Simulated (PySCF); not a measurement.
**Electron correlation in Ne³⁺ (neon, charge +3)**

[He] 2s2 2p3, high-spin 4S determinant. All numbers are calculated (PySCF 2.14, the non-relativistic Hamiltonian (point nucleus), in aug-cc-pwCVDZ). Frozen: nothing; 7 electrons correlated.

```csv
level,correlation energy (mhartree)
CCSD,-121.07
(T),-0.44
CCSD(T),-121.51
CCSDT,-121.55
```

Diagnostics: T1 = 0.0018, D1 = 0.0041, largest double amplitude 0.023.

Question: Is a single reference adequate?

Answer: Yes: T1 lies below 0.03 and no double amplitude reaches 0.07.
